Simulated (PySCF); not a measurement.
Dipole response of Re²⁺ (rhenium, charge +2)

[Xe] 4f14 5d5, high-spin 6S determinant. Calculation: PySCF 2.14, in aug-cc-pVTZ-PP with one added diffuse shell each of s, p, d, f, g type with ECP60MDF (7s7p6d4f3g, 113 functions); scalar relativity through the core potential. Coupled (time-dependent) response in atomic units; α is the mean over directions.

```csv
method,mean α (bohr³),C₆ (like pair),S(−4)
UHF,11.08,67.77,39.02
PBE,12.39,76.63,54.81
```

S(−4) is the Cauchy moment in α(ω) = α(0) + S(−4) ω² + …

α(iu) at UHF:

```tsv
u (hartree)	α(iu) (bohr³)
0	11.08
0.0500	10.99
0.100	10.72
0.200	9.828
0.300	8.789
0.500	6.960
0.750	5.326
1.00	4.195
1.50	2.775
2.00	1.954
3.00	1.099
5.00	0.4733
```

A single London oscillator, α(iu) = α/(1 + u²/ω²), gives C₆ = (3/4) ω α². Matching the computed C₆ needs ω = 4 × 67.77 / (3 × 11.08²) = 0.736 hartree.

For an ion, C₆ is the dispersion term alone; charge-induced terms of lower order in 1/R come first.

Energies and moments cover only the electrons outside the core potential. Spin-orbit coupling, which splits the p, d and f shells strongly at this Z, is absent.
